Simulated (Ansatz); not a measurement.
A structure relaxed at r2SCAN-D4/def2-SVP in Ansatz, charge 1, singlet:

```xyz
5

Ga    0.046   -1.743   -1.490
Ga    1.608    2.143    1.585
Ga   -2.231   -1.019   -0.540
Sb    0.431   -0.552    1.238
Sb    0.146    1.169   -0.793
```

**Question.** Give its formula and point group.

**Answer.** the cluster Ga3Sb2⁺ (the lowest singlet isomer of a short search). Point group Cs (tolerance 0.1 Å).

**Question.** Summarise the bond lengths by kind (pairs closer than 1.2 times the sum of covalent radii, bridged metal pairs left out).

**Answer.** 4 × Ga–Sb 2.96 to 3.00 Å; 1 × Sb–Sb 2.68 Å; 1 × Ga–Ga 2.57 Å.

In the def2 sets Sb takes a core potential; there is no spin–orbit coupling. The structure comes from a short search, and lower isomers may exist.
